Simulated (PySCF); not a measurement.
# Assigning NMR signals

Structure with atom numbers: `[CH3:1][N:2]([CH3:3])[C:4]1=[C:5]([CH2:6][SiH3:7])[CH2:8][SiH2:9]1`. Each H is labelled by its parent atom.

- NMR shieldings at PBE0/pcSseg-1/GIAO
- GFN2-xTB geometry
- run in PySCF 2.14.0 with density-fitted response routines
- rapidly exchanging positions averaged, non-relativistic, gas phase, one conformer

References, each an isolated molecule treated in the same way: ¹³C and ¹H vs TMS.

**Question.** Assign these signals to the numbered atoms. ¹³C{¹H} NMR (computed): δ 152.1, 140.1, 45.2, 17.8, 14.9.

**Answer.** 
152.1 → C4, alkene carbon bearing nitrogen: an sp2 carbon further deshielded by the attached heteroatom
140.1 → C5, β carbon of an enol-ether or enamine type C=C
45.2 → C1/C3, methyl carbon bonded to N: pulled downfield by the heteroatom
17.8 → C6, allylic sp3 CH2 bonded to Si
14.9 → C8, allylic sp3 CH2 bonded to Si

**Question.** Assign these signals to the numbered atoms. ¹H NMR (400 MHz, computed): δ 4.94 (m, 2H), 3.96 (t, 3H), 2.46 (s, 6H), 2.02 (q, 2H), 1.49 (m, 2H).

**Answer.** 
4.94 → H(Si9), hydrogen on a silicon bonded to 2 C, in a 4-membered ring
3.96 → H(Si7), hydrogen on a silicon bonded to C
2.46 → H(C1)/H(C3), hydrogen on a methyl carbon bonded to N: its carbon carries N, an electronegative neighbour
2.02 → H(C6), hydrogen on an allylic sp3 CH2 bonded to Si: allylic position
1.49 → H(C8), hydrogen on an allylic sp3 CH2 bonded to Si

Shifts are as computed. Against solution values, carbons near 30 ppm lie about +3 ppm off and those near 130 ppm about +5 ppm. Of 1211 compounds with measured shifts, 218 miss one by over three times the rms of a fit or turn the order of signals round; such compounds aren't used in these exercises. No couplings were computed; multiplicities are counted from neighbouring protons, with m where these are inequivalent, close in shift, in a saturated or five-membered ring or joined by F or P, and br s for small geminal =CH2 splittings.
